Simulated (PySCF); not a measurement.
# How the method changes the shape and vibrations of AlBCFH3

These are calculations, not measurements. The program is PySCF 2.14.0, an open-source quantum chemistry code, run on an isolated molecule that a program drew, which may never have been made. The molecule is AlBCFH3 (charge 0, singlet), drawn as the SMILES string `C=[B][AlH][F]`.

The geometry was optimised and harmonic frequencies were computed with HF and MP2, all in the cc-pV(D+d)Z basis, for the commonest isotopes, with a restricted reference for singlets and an unrestricted one otherwise, and a frozen core in MP2. Each result is a local minimum of its method.

Geometry at the HF minimum:
```xyz
7
AlBCFH3, angstrom
C    -0.9625    3.2724   -0.5383
B    -0.0211    2.3744   -1.0322
Al    1.3757    1.0002   -1.7726
F     2.8504    1.6068   -2.2189
H    -1.9537    2.9579   -0.2235
H    -0.7558    4.3345   -0.4414
H     1.1401   -0.5408   -1.9369
```

Lengths of the bonds as drawn, in Å (atoms numbered as above):
```
  bond     HF    MP2
 C1-B2  1.392  1.409
B2-Al3  2.095  2.091
Al3-F4  1.656  1.676
 C1-H5  1.086  1.098
 C1-H6  1.086  1.098
Al3-H7  1.568  1.570
```

Rotational constants, in GHz:
```
constant,HF,MP2
A,20.58,20.31
B,2.494,2.464
C,2.225,2.198
```

Harmonic frequencies in cm^-1, each column in rising order, so a row needn't be the same motion in every method:
```
rank    HF   MP2
   1   124   112
   2   189   174
   3   232   230
   4   290   252
   5   482   466
   6   526   504
   7   666     ?
   8   724   681
   9   853   723
  10   882   829
  11  1382  1275
  12  1656  1544
  13  2042  2008
  14  3286  3176
  15  3365  3267
```

**Estimate the missing MP2 frequency from the HF column.**

A single factor s that minimises the squared misfit of MP2 against s times HF over the other rows is sum(HF x MP2) / sum(HF^2) = 0.9609, with an rms misfit of 37 cm^-1. For rank 7 it gives 0.9609 x 666 = 640 cm^-1. The calculation gives 584 cm^-1, 56 cm^-1 below the estimate. The drawn bonds are on average 0.8 % longer in MP2 than in HF.
